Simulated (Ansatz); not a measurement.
`C[S][SbH2]` + HCl → `[Cl][SbH2]` + CH₃SH at 700 K and 1 bar (ligand exchange at the Sb–S bond).

Calculated with Ansatz (gas phase, PBE0-D4/def2-TZVP geometries, no zero-point term in ΔE). CCSD(T)/CBS adds triple-zeta CCSD(T) − MP2 to the extrapolated MP2 energy (def2 sets, frozen cores). This one scheme is used for every species. def2 core potentials past Kr. For Sb outer-core shells are correlated without core-valence functions, which leaves a few kJ/mol of doubt a bond.

```tsv
species	CCSD(T)/CBS energy (Eh)	H − E (kJ/mol)	S (J/(mol·K))
`C[S][SbH2]`	-678.84952	198.4	427.7
HCl	-460.38127	38.4	211.8
`[Cl][SbH2]`	-701.00845	74.0	329.0
CH₃SH	-438.22835	160.2	309.0
```

H − E and S are ideal-gas, rigid-rotor, harmonic terms from PBE0-D4/def2-TZVP. 1 Eh = 2625.50 kJ/mol, R = 8.31446 J/(mol·K).

**Question.** By hand: ΔE, ΔH, ΔS and ΔG.

**Answer.** ΔE = (-701.00845) + (-438.22835) − (-678.84952) − (-460.38127) = -0.00601 Eh = -15.8 kJ/mol. Δ(H − E) = 74.0 + 160.2 − 198.4 − 38.4 = -2.6, so ΔH = -18.4 kJ/mol. ΔS = 329.0 + 309.0 − 427.7 − 211.8 = -1.5 J/(mol·K). ΔG = -18.4 − 700 × (-1.5)/1000 = -17.3 kJ/mol.

**Question.** By hand: the equilibrium constant, and the temperature at which ΔG would vanish if ΔH and ΔS stayed fixed.

**Answer.** log₁₀ K = −ΔG/(RT ln 10) = 1.3. ΔG = 0 at ΔH/ΔS = 12267 K, far beyond where these terms or the molecules hold.

The number of gas molecules stays the same, so ΔS is small and ΔH decides. A doubt of 5 kJ/mol in ΔE shifts log₁₀ K by 0.4 here. Modes under 60 cm⁻¹, often nearly free rotors, make the harmonic entropy too high. These are equilibria of isolated gas molecules and say nothing of rates. Largest T1 diagnostic: 0.013 (customary marks: 0.02 for closed shells, 0.045 for open ones).
